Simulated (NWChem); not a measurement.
Molecule: AlAsH₄; SMILES [AsH2][AlH2]

```xyz
6

Al     0.0157    -1.6728     0.0000
As     0.0501     0.7581     0.0000
H     -0.9907     0.8258    -1.1128
H     -0.9907     0.8258     1.1128
H      0.0621    -2.4614     1.3813
H      0.0621    -2.4614    -1.3813
```
Atoms are numbered in this order, from 1.

Results from NWChem. Pople sets run with spherical d functions. All runs use the structure optimised with PBE0/def2-SVP. Total energies of different functionals are on different scales.

```
level                                                             energy (Ha)  highest occupied level (eV)  orbital gap (eV)  dipole (D)
----------------------------------------------------------------  -----------  ---------------------------  ----------------  ----------
B3LYP/6-31G*                                                       -2480.4547                        -6.85              4.98        0.65
PBE/6-31G*                                                         -2479.9006                        -6.07              3.64        0.63
OLYP/6-31G*                                                        -2481.0131                        -5.89              3.73        0.64
LC-wPBE (HJS exchange hole, range parameter 0.4 per bohr)/6-31G*   -2480.0027                        -9.60              9.85        0.96
CAM-B3LYP/6-31G*                                                   -2480.5057                        -8.25              7.50        0.78
LDA (Slater exchange, VWN5)/6-31G*                                 -2476.0106                        -6.16              3.53        0.73
PW6B95/6-31G*                                                      -2481.6650                        -7.12              5.41        0.66
```
